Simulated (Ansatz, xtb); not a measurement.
**Redistribution: CH2FI + CH4O → CH3FO + CH3I**

Species: CH2FI (fluoroiodomethane) `FCI`, singlet; CH4O `CO`, singlet; CH3FO `OCF`, singlet; CH3I (methyl iodide) `CI`, singlet. The partners trade I for OH; both sit on C, so the bond types are kept.

Shapes, held fixed at every level: PBE0-D4/def2-TZVP. Flexible molecules stand in one conformer, not always the lowest. Programs: Ansatz 0.2.0, xtb 6.7.1. The zero-point and thermal change to 298 K, harmonic and unscaled (PBE0-D4/def2-TZVP), is +0.6 kJ/mol.

Q: Estimate ΔH(298 K) of this reaction.

A: The highest level, CCSD(T)/def2-TZVPP, gives ΔH(298 K) = -59.5 kJ/mol; the levels span -71.2 to -45.4. The column of differences is taken from that level and isn't an error. No measured value is set beside it here. For atoms past krypton def2 sets carry core potentials with scalar relativity. Outer-core shells of I are correlated, in sets that cover them unevenly.

```tsv
level	kind	ΔH(298 K) (kJ/mol)	less CCSD(T)/def2-TZVPP
GFN2-xTB	semi-empirical	-45.4	+14.1
HF/def2-SVP	Hartree–Fock	-71.2	-11.7
HF/def2-TZVPP	Hartree–Fock	-64.1	-4.6
r2SCAN-D4/def2-TZVPP	meta-GGA	-56.1	+3.4
PBE0-D4/def2-TZVPP	global hybrid	-56.7	+2.8
r2SCAN0-D4/def2-TZVPP	global hybrid	-59.3	+0.2
MP2/def2-SVP	perturbation theory	-67.4	-7.9
CCSD/def2-TZVPP	coupled cluster or CI	-60.2	-0.7
CCSD(T)/def2-TZVPP	coupled cluster or CI	-59.5	0.0
```
